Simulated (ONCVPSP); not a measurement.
**Tm (Z = 69) ONCV: all-electron and pseudo phase curves**

Tm (Z = 69), optimised norm-conserving Vanderbilt (ONCV), made with ONCVPSP 4.0.1 (LDA (Perdew-Wang 92), scalar-relativistic). Core [Kr] 4d10, reference 4f13 5s2 5p6 (charge +2). Waves: 5s: rc 2.05 bohr, ncon 4, nbas 7, qcut 5.1 1/bohr, 2 projectors, debl 3.7 Ha; 5p: rc 2.35 bohr, ncon 5, nbas 8, qcut 7.3 1/bohr, 2 projectors, debl 2.8 Ha; d scattering state at 0.02 Ha: rc 2.20 bohr, ncon 4, nbas 8, qcut 4.9 1/bohr, 3 projectors, debl 1.3 Ha; 4f: rc 1.20 bohr, ncon 4, nbas 9, qcut 16.1 1/bohr, 2 projectors, debl 3.4 Ha. Local part: polynomial inside 0.80 bohr (lpopt 5, dvloc0 0 Ha). Core correction: Teter function, fcfact 5.5, rcfact 1.4.

In the s channel the program set the typed energies aside and used -2.510, 0.050 Ha. In the d channel the program set the typed energies aside and used 0.050, 1.350, 2.650 Ha.

The phase is arctan(r·R′/R) of the radial function R(r), unwrapped; energies in Ha, scanned from -4 to 5 Ha. A pole is an energy at which the radial function vanishes at the test radius. The pseudo phase is shifted by a multiple of π to meet the all-electron one at the reference energy, and phase errors are pseudo minus all-electron; the curves can meet again beyond the range given. Levels narrower than the energy grid can be missing from the lists of poles.

```csv
channel,radius (bohr),reference energy (Ha),"poles, all-electron","poles, pseudo",unbroken range about the reference energy with phases within 0.05 rad,phase error 1 Ha above the reference energy (rad)
s,2.08,-2.51,"-2.28, 3.61","-2.28, 3.46",below 4.8,-0.000
p,2.39,-1.53,"-1.32, 2.91","-1.32, 2.91",below -0.3,-0.002
d,2.24,0.05,0.45,0.45,the whole range,+0.000
f,1.22,-0.66,0.06,0.06,the whole range,+0.000
```

Note: ghosts flagged at negative energy: s at -284.3 eV, p at -6.3 eV; GHOST(+) flagged for d at 309.6 eV. A true bound ghost makes a file unfit for plane-wave use.

Phases in the f channel:

```
E (Ha)  all-electron  pseudo
 -3.98         1.155   1.155
 -3.50         1.108   1.108
 -3.02         1.041   1.041
 -2.54         0.935   0.935
 -2.06         0.741   0.741
 -1.58         0.305   0.305
 -1.10        -0.566  -0.566
 -0.62        -1.211  -1.211
 -0.14        -1.497  -1.496
  0.34        -1.653  -1.653
  0.82        -1.766  -1.766
  1.30        -1.866  -1.866
  1.78        -1.972  -1.972
  2.26        -2.102  -2.102
  2.74        -2.278  -2.278
  3.22        -2.538  -2.538
  3.70        -2.916  -2.915
  4.18        -3.367  -3.365
  4.66        -3.753  -3.751
```
